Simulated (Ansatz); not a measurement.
Gas-phase electronic energies from Ansatz, PBE0-D4/def2-TZVP geometries. CBS: MP2 limit from def2 TZ/QZ plus the TZ coupled-cluster correction, frozen cores. This one scheme is used for every species. Each species was taken in one conformer, which may not be the lowest.

Reaction (substitution at a C–C bond): `CC(=O)CCC=C(C)C` + H–F → `CC(C)=CF` + `CCC(C)=O`

| level | ΔE (eV) |
| --- | --- |
| CCSD/def2-TZVPP | 0.39 |
| CCSD(T)/def2-TZVPP | 0.43 |

What does CCSD(T)/CBS give? (Estimate.)

Computed: +0.46 eV. The listed levels differ from it by -0.07, -0.03 eV.

Largest T1 diagnostic among the species: 0.013.

In def2-TZVPP, CCSD(T) changes the Hartree–Fock value by +0.31 eV (the triples alone add +0.04 eV) and MP2 by +0.44 eV. The D4 term adds +0.15 eV with B3LYP and +0.09 eV with PBE0; it sums over pairs of atoms, weighted by their polarisabilities, and B3LYP, whose exchange is more repulsive, gets the larger term. From PBE to PBE0 (25 % exact exchange), in def2-TZVPP and without D4, ΔE moves by +0.07 eV.

B3LYP here is the variant with VWN-RPA as its local correlation; programs differ in this.
